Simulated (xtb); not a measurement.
xtb input (GFN1-xTB):

```bash
xtb mol.xyz --gfn 1 --sp --chrg 1 --uhf 0
```
mol.xyz:
```
11

O      1.11431114     1.53848357    -0.36773144
B      0.83003534     0.27962037    -0.05095540
O      2.12634756    -0.45790689     0.17165325
O     -0.21675793    -0.48428070     0.11914488
Si    -1.92313887    -0.41022931     0.05690520
H      0.39590211     2.15718084    -0.54513437
H      2.99220867    -0.02467240     0.08207168
H      2.14977359    -1.39801663     0.41418452
H     -2.25414550     0.98038463    -0.30934768
H     -2.38071888    -0.76366328     1.40650647
H     -2.32045872    -1.37647238    -0.97470998
```

Output:

```
           -------------------------------------------------
          |                Calculation Setup                |
           -------------------------------------------------

           -------------------------------------------------
          |                 G F N 1 - x T B                 |
           -------------------------------------------------

        Reference                      10.1021/acs.jctc.7b00118
      * Hamiltonian:
        H0-scaling (s, p, d)           1.850000    2.250000    2.000000
        zeta-weighting                 0.000000
      * Dispersion:
        s8                             2.400000
        a1                             0.630000
        a2                             5.000000
        s9                             0.000000
      * Repulsion:
        kExp                           1.500000
        rExp                           1.000000
      * Coulomb:
        alpha                          2.000000
        third order                    atomic
        anisotropic                    false
      * Halogen bond correction:
        rad-scale                      1.300000
        damping                        0.440000

          ...................................................
          :                      SETUP                      :
          :.................................................:
          :  # basis functions                  38          :
          :  # atomic orbitals                  37          :
          :  # shells                           23          :
          :  # electrons                        30          :
          :  # halogen bonds                     0          :
          :  max. iterations                   250          :
          :  Hamiltonian                  GFN1-xTB          :
          :  restarted?                      false          :
          :  GBSA solvation                  false          :
          :  PC potential                    false          :
          :  electronic temp.          300.0000000     K    :
          :  accuracy                    1.0000000          :
          :  -> integral cutoff          0.2500000E+02      :
          :  -> integral neglect         0.1000000E-07      :
          :  -> SCF convergence          0.1000000E-05 Eh   :
          :  -> wf. convergence          0.2000000E-04 e    :
          :  Broyden damping             0.4000000          :
          :  net charge                          1          :
          :  unpaired electrons                  0          :
          ...................................................

 iter      E             dE          RMSdq      gap      omega  full diag
   1    -20.3110999 -0.203111E+02  0.743E+00    7.74       0.0  T
   2    -20.4768314 -0.165731E+00  0.380E+00    6.95       1.0  T
   3    -20.4810712 -0.423980E-02  0.136E+00    5.76       1.0  T
   4    -20.4814454 -0.374273E-03  0.242E-01    5.42       1.0  T
   5    -20.4816231 -0.177635E-03  0.158E-01    5.50       1.0  T
   6    -20.4819355 -0.312462E-03  0.124E-02    5.54       2.4  T
   7    -20.4819364 -0.871857E-06  0.271E-03    5.55      11.1  T
   8    -20.4819364  0.117067E-07  0.179E-03    5.56      16.8  T
   9    -20.4819364 -0.161318E-07  0.107E-03    5.56      28.3  T
  10    -20.4819364 -0.155601E-07  0.916E-05    5.56     329.1  T
  11    -20.4819364 -0.842135E-10  0.416E-05    5.56     725.0  T

   *** convergence criteria satisfied after 11 iterations ***

         #    Occupation            Energy/Eh            Energy/eV
      -------------------------------------------------------------
         1        2.0000           -1.0676016             -29.0509
       ...           ...                  ...                  ...
         9        2.0000           -0.7752079             -21.0945
        10        2.0000           -0.7683726             -20.9085
        11        2.0000           -0.7310179             -19.8920
        12        2.0000           -0.7292538             -19.8440
        13        2.0000           -0.7085581             -19.2808
        14        2.0000           -0.6012878             -16.3619
        15        2.0000           -0.5984162             -16.2837 (HOMO)
        16                         -0.3941404             -10.7251 (LUMO)
        17                         -0.3708354             -10.0909
        18                         -0.3464036              -9.4261
        19                         -0.3146815              -8.5629
        20                         -0.3088123              -8.4032
       ...                                ...                  ...
        37                          1.1459216              31.1821
      -------------------------------------------------------------
                  HL-Gap            0.2042758 Eh            5.5586 eV
             Fermi-level           -0.4962783 Eh          -13.5044 eV

 SCC (total)                   0 d,  0 h,  0 min,  0.011 sec
 SCC setup                      ...        0 min,  0.000 sec (  0.864%)
 Dispersion                     ...        0 min,  0.000 sec (  0.411%)
 classical contributions        ...        0 min,  0.000 sec (  0.171%)
 integral evaluation            ...        0 min,  0.003 sec ( 22.945%)
 iterations                     ...        0 min,  0.003 sec ( 27.631%)
 molecular gradient             ...        0 min,  0.005 sec ( 46.519%)
 printout                       ...        0 min,  0.000 sec (  1.350%)

         :::::::::::::::::::::::::::::::::::::::::::::::::::::
         ::                     SUMMARY                     ::
         :::::::::::::::::::::::::::::::::::::::::::::::::::::
         :: total energy             -20.337917820307 Eh    ::
         :: gradient norm              0.041367281573 Eh/a0 ::
         :: HOMO-LUMO gap              5.558627615234 eV    ::
         ::.................................................::
         :: SCC energy               -20.481936427311 Eh    ::
         :: -> electrostatic           0.185552415964 Eh    ::
         :: repulsion energy           0.147035181174 Eh    ::
         :: dispersion energy         -0.003016574171 Eh    ::
         :: halogen bond corr.         0.000000000000 Eh    ::
         :: add. restraining           0.000000000000 Eh    ::
         :: total charge               1.000000000000 e     ::
         :::::::::::::::::::::::::::::::::::::::::::::::::::::

           -------------------------------------------------
          |                Property Printout                |
           -------------------------------------------------

    * Orbital Energies and Occupations

         #    Occupation            Energy/Eh            Energy/eV
      -------------------------------------------------------------
         1        2.0000           -1.0676016             -29.0509
       ...           ...                  ...                  ...
         3        2.0000           -0.9795204             -26.6541
         4        2.0000           -0.9130241             -24.8447
         5        2.0000           -0.9096850             -24.7538
         6        2.0000           -0.8333009             -22.6753
         7        2.0000           -0.8288866             -22.5552
         8        2.0000           -0.8203867             -22.3239
         9        2.0000           -0.7752079             -21.0945
        10        2.0000           -0.7683726             -20.9085
        11        2.0000           -0.7310179             -19.8920
        12        2.0000           -0.7292538             -19.8440
        13        2.0000           -0.7085581             -19.2808
        14        2.0000           -0.6012878             -16.3619
        15        2.0000           -0.5984162             -16.2837 (HOMO)
Note: The following floating-point exceptions are signalling: IEEE_DENORMAL
normal termination of xtb
        16                         -0.3941404             -10.7251 (LUMO)
        17                         -0.3708354             -10.0909
        18                         -0.3464036              -9.4261
        19                         -0.3146815              -8.5629
        20                         -0.3088123              -8.4032
        21                         -0.2937027              -7.9921
        22                         -0.2860624              -7.7842
        23                         -0.1932303              -5.2581
        24                         -0.1869817              -5.0880
        25                         -0.1760327              -4.7901
        26                         -0.1508127              -4.1038
       ...                                ...                  ...
        37                          1.1459216              31.1821
      -------------------------------------------------------------
                  HL-Gap            0.2042758 Eh            5.5586 eV
             Fermi-level           -0.4962783 Eh          -13.5044 eV

  Mulliken/CM5 charges         n(s)   n(p)   n(d)
     1O    -0.53444 -0.67146   1.666  4.868  0.000
     2B     0.78044  0.65590   0.704  1.516  0.000
     3O    -0.47837 -0.78240   1.673  4.805  0.000
     4O    -0.43348 -0.41568   1.643  4.791  0.000
     5Si    0.46314  0.21963   1.265  1.607  0.665
     6H     0.41462  0.59675   0.585  0.000  0.000
     7H     0.45571  0.63078   0.544  0.000  0.000
     8H     0.45201  0.62713   0.548  0.000  0.000
     9H    -0.05758  0.02826   1.058  0.000  0.000
    10H    -0.03101  0.05554   1.031  0.000  0.000
    11H    -0.03101  0.05554   1.031  0.000  0.000

Wiberg/Mayer (AO) data.
largest (>0.10) Wiberg bond orders for each atom

 ---------------------------------------------------------------------------
     #   Z sym  total        # sym  WBO       # sym  WBO       # sym  WBO
 ---------------------------------------------------------------------------
     1   8 O    2.137 --     2 B    1.220     6 H    0.811
     2   5 B    3.154 --     1 O    1.220     4 O    1.202     3 O    0.668
     3   8 O    2.273 --     8 H    0.774     7 H    0.771     2 B    0.668
     4   8 O    2.395 --     2 B    1.202     5 Si   1.075
     5  14 Si   3.939 --     4 O    1.075    11 H    0.932    10 H    0.932
                             9 H    0.932
     6   1 H    0.832 --     1 O    0.811
     7   1 H    0.797 --     3 O    0.771
     8   1 H    0.802 --     3 O    0.774
     9   1 H    0.991 --     5 Si   0.932
    10   1 H    0.993 --     5 Si   0.932
    11   1 H    0.993 --     5 Si   0.932
 ---------------------------------------------------------------------------

Topologies differ in total number of bonds
Writing topology from bond orders to xtbtopo.mol

 dipole moment from electron density (au)
     X       Y       Z
   2.3259  -0.2701   0.1284  total (Debye):    5.961

           -------------------------------------------------
          | TOTAL ENERGY              -20.337917820307 Eh   |
          | GRADIENT NORM               0.041367281573 Eh/α |
          | HOMO-LUMO GAP               5.558627615234 eV   |
           -------------------------------------------------

------------------------------------------------------------------------
------------------------------------------------------------------------
 total:
 SCF:
```

It need not be the lowest isomer of its formula.
